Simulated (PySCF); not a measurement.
C₂H₁₂OSi₃, SMILES [SiH3]C[Si@H]([SiH3])OC. Atoms are numbered in the order given.

```xyz
18

C     -1.8169    -2.3892     0.9022
O     -1.7042    -1.0058     0.6625
Si    -0.5060    -0.3068    -0.2774
Si    -1.0330     1.9785    -0.3501
C      1.2055    -0.6093     0.4567
Si     2.6244     0.3318    -0.3588
H     -2.7459    -2.5782     1.4627
H     -0.9719    -2.7757     1.5032
H     -1.8603    -2.9706    -0.0389
H     -0.5314    -0.9109    -1.6495
H     -2.4590     2.1797    -0.7409
H     -0.8033     2.6015     0.9881
H     -0.1629     2.6731    -1.3463
H      1.4296    -1.6899     0.4080
H      1.1775    -0.3321     1.5254
H      2.6437     0.0782    -1.8297
H      2.4525     1.7976    -0.1389
H      3.9391    -0.0846     0.2117
```

Geometry: B3LYP-D3(BJ)/def2-SVP. The structure was generated by enumeration; whether it is a known compound was not checked. The values are those of a single conformer.

Calculation: PBE/pcSseg-1 (PySCF).

GIAO shieldings, no solvent; atoms listed in one row are averaged. δ = σ(ref) − σ: ¹³C against TMS (σ = 182.0 ppm); ¹⁷O against H2O (σ = 334.3 ppm); ²⁹Si against TMS (σ = 335.4 ppm); ¹H against TMS (σ = 31.49 ppm), references at their B3LYP-D3(BJ)/def2-TZVP geometries, non-relativistic.

Computed chemical shifts:
```json
[
 {"nucleus": "¹³C", "atoms": "C1", "count": "1", "δ (ppm)": "58.6"},
 {"nucleus": "¹³C", "atoms": "C5", "count": "1", "δ (ppm)": "-3.2"},
 {"nucleus": "¹⁷O", "atoms": "O2", "count": "1", "δ (ppm)": "30.5"},
 {"nucleus": "²⁹Si", "atoms": "Si3", "count": "1", "δ (ppm)": "7.7"},
 {"nucleus": "²⁹Si", "atoms": "Si6", "count": "1", "δ (ppm)": "-77.8"},
 {"nucleus": "²⁹Si", "atoms": "Si4", "count": "1", "δ (ppm)": "-114.0"},
 {"nucleus": "¹H", "atoms": "H10", "count": "1", "δ (ppm)": "5.74"},
 {"nucleus": "¹H", "atoms": "H16, H17, H18", "count": "3", "δ (ppm)": "4.17"},
 {"nucleus": "¹H", "atoms": "H7, H8, H9", "count": "3", "δ (ppm)": "4.00"},
 {"nucleus": "¹H", "atoms": "H11, H12, H13", "count": "3", "δ (ppm)": "3.71"},
 {"nucleus": "¹H", "atoms": "H14", "count": "1", "δ (ppm)": "1.04"},
 {"nucleus": "¹H", "atoms": "H15", "count": "1", "δ (ppm)": "0.40"}
]
```
